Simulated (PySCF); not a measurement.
CuH + Cl₂ → CuCl + HCl

Level: B3LYP in the def2-SVP basis family, all electrons, no relativity, computed in PySCF with density fitting; open shells unrestricted.

```tsv
species	state and structure	E (Eh)	ZPE (kJ/mol)	H(298 K) − H(0) (kJ/mol)	S° (J/(mol K))
CuH	singlet, C∞v, Cu–H 1.471 Å	-1640.88698	11.0	8.7	196.3
Cl₂	singlet, D∞h, Cl–Cl 2.056 Å	-920.09345	3.0	9.3	223.8
CuCl	singlet, C∞v, Cu–Cl 2.093 Å	-2100.42146	2.4	9.5	237.3
HCl	singlet, C∞v, H–Cl 1.290 Å	-460.67010	17.7	8.7	186.8
```

Task: What is the electronic reaction energy?

Result: At B3LYP/def2-SVP, ΔE = -291.8 kJ/mol from the differences of the total energies times 2625.5, downhill. 

Task: Add zero-point, thermal and entropy terms for 298.15 K and 1 bar.

Result: ΔZPE = 6.1 and Δ[H(298) − H(0)] = 0.2 kJ/mol give ΔH° = -285.5 kJ/mol. ΔS° = 4.0 J/(mol K), so ΔG° = -285.5 − 298.15 × (0.0040) = -287 kJ/mol.

Each species is the lowest minimum found with this bonding; other isomers or fragments can lie lower.
